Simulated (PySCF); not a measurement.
A GIAO shielding run with PySCF 2.14 (density fitting, non-relativistic, gas phase) on SMILES C#C[Si@H](CC)[SiH2][SiH2][SiH3], C4H14Si4:

```
$ OMP_NUM_THREADS=1 python probes_run.py task.json out

{"job": {"kind": "nmr", "xc": "PBE0", "basis": "pcSseg-1"}, "charge": 0, "multiplicity": 1}
C     -0.183590    -2.274607     2.225642
C     -0.441037    -1.291131     1.554855
Si    -0.782656     0.153821     0.470485
C     -2.639296     0.417581     0.268857
C     -2.991370     1.579717    -0.654475
Si     0.318424    -0.287817    -1.556617
Si     2.464945    -1.057012    -1.014945
Si     3.358661     0.427562     0.566751
H      0.040699    -3.138373     2.825660
H     -0.146555     1.359005     1.092019
H     -3.064368     0.569276     1.275895
H     -3.067003    -0.528321    -0.104424
H     -4.081048     1.714991    -0.736174
H     -2.569432     2.530459    -0.291501
H     -2.605057     1.420632    -1.674200
H     -0.448242    -1.296094    -2.357338
H      0.432852     0.967638    -2.367961
H      3.342231    -1.119226    -2.227214
H      2.371476    -2.427789    -0.422718
H      4.795042     0.129704     0.857690
H      2.574393     0.323403     1.834856
H      3.255327     1.828810     0.051994
```

Hardware: 1 thread of an Arm Neoverse N1, shared host. The job also computes population analyses, field gradients.

(1) How large is the calculation?

(2) How long does it take, and how much memory does it need?

(3) And these other runs on the same molecule and hardware: GIAO shielding at mPW1PW91/pcSseg-1?

Answers

(1) 94 electrons, 234 basis functions and 1308 auxiliary functions.

(2) 97 s of wall time, with 13 SCF cycles and 5 response iterations; peak memory 1.1 GiB. Times on a shared host scatter by some tens of per cent.

(3) mPW1PW91/pcSseg-1: 234 functions, 95 s.
